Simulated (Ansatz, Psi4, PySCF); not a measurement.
C2H6OS, charge +1, doublet, at a GFN2-xTB geometry (a state made from the parent by changing its charge; the spin is typed, not shown lowest). Base run: MP2/aug-cc-pVDZ in PySCF.

Input for PySCF:
```python
from pyscf import gto, scf, mp

mol = gto.Mole()
mol.atom = '''
    C    -1.309560    0.641654   -0.781884
    S     0.005058   -0.416698   -0.079591
    C     1.544921    0.562567   -0.186408
    O    -0.289887   -0.665127    1.301266
    H    -2.257560    0.110577   -0.726319
    H    -1.067453    0.860843   -1.816880
    H    -1.374494    1.551658   -0.186786
    H     1.414877    1.474374    0.395107
    H     2.362136   -0.017419    0.237400
    H     1.748490    0.782823   -1.229443
'''
mol.basis = 'aug-cc-pvdz'
mol.charge = 1
mol.spin = 1
mol.verbose = 4
mol.build()

mf = scf.UHF(mol)
mf.kernel()

pt = mp.MP2(mf)
pt.kernel()
print('E(MP2) = %.10f' % pt.e_tot)
```

The same geometry, method and basis name were run in Ansatz (an electronic-structure program) and Psi4 and PySCF, at each program's defaults and at the settings that a row names. The base is PySCF at its defaults. Differences at the defaults can come from grids, fitting, cores and function types together.

```json
[
 {"code and settings": "PySCF, defaults (exact integrals, spherical functions, all electrons correlated)", "ΔE vs base (mEh)": "0.000", "basis functions": "150", "E (Eh)": "-551.91569", "SCF cycles": "17"},
 {"code and settings": "Psi4, defaults (density fitting with its default set, spherical functions, all electrons correlated)", "ΔE vs base (mEh)": "0.453", "basis functions": "150", "E (Eh)": "-551.91524", "SCF cycles": "18"},
 {"code and settings": "Ansatz, defaults (factorised integrals, spherical functions, frozen core)", "ΔE vs base (mEh)": "18.755", "basis functions": "150", "E (Eh)": "-551.89694", "SCF cycles": "-"},
 {"code and settings": "PySCF, frozen core", "ΔE vs base (mEh)": "18.752", "basis functions": "150", "E (Eh)": "-551.89694", "SCF cycles": "17"},
 {"code and settings": "Psi4, exact integrals, spherical functions, frozen core", "ΔE vs base (mEh)": "18.752", "basis functions": "150", "E (Eh)": "-551.89694", "SCF cycles": "18"},
 {"code and settings": "Ansatz, high accuracy, frozen core", "ΔE vs base (mEh)": "18.752", "basis functions": "150", "E (Eh)": "-551.89694", "SCF cycles": "-"}
]
```

Open shells are given as the SCF converged; they aren't shown to be the lowest states, and a large step between rows can be another state.
